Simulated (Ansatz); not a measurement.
Reaction (cleavage of the Al–Si bond): `OB[SiH2][AlH2]` + `O[SiH2][AlH2]` → `[AlH2][O][SiH2][AlH2]` + `OB[SiH3]`

Gas-phase electronic energies from Ansatz, PBE0-D4/def2-TZVP geometries. CCSD(T)/CBS adds triple-zeta CCSD(T) − MP2 to the extrapolated MP2 energy (def2 sets, frozen cores). DFT in def2-TZVPP. One conformer a species, not always the lowest.

(1) Is it downhill or uphill in electronic energy at CCSD(T)/CBS, and by how much? (Best estimate.)

(2) What do these levels give: revPBE-D4, PBE-QIDH, revPBE, r2SCANh, LC-ωPBE, SCS-MP2/def2-QZVPP? (Best estimate.)

Largest T1 diagnostic among the species: 0.015.

## Answers

(1) Ansatz gave: Downhill: ΔE = -150.5 kJ/mol.

(2) The calculation gave: revPBE-D4 -125.9, PBE-QIDH -145.3, revPBE -123.9, r2SCANh -146.2, LC-ωPBE -144.5, SCS-MP2/def2-QZVPP -163.9 kJ/mol.

From PBE to PBE0 (25 % exact exchange), in def2-TZVPP and without D4, ΔE moves by −6.7 kJ/mol. Leaving LDA and LC-ωPBE aside and taking each functional with its dispersion term where it has one, the values, not all of them listed here, spread over 37.6 kJ/mol, from BHLYP-D4 to PBE-D4.
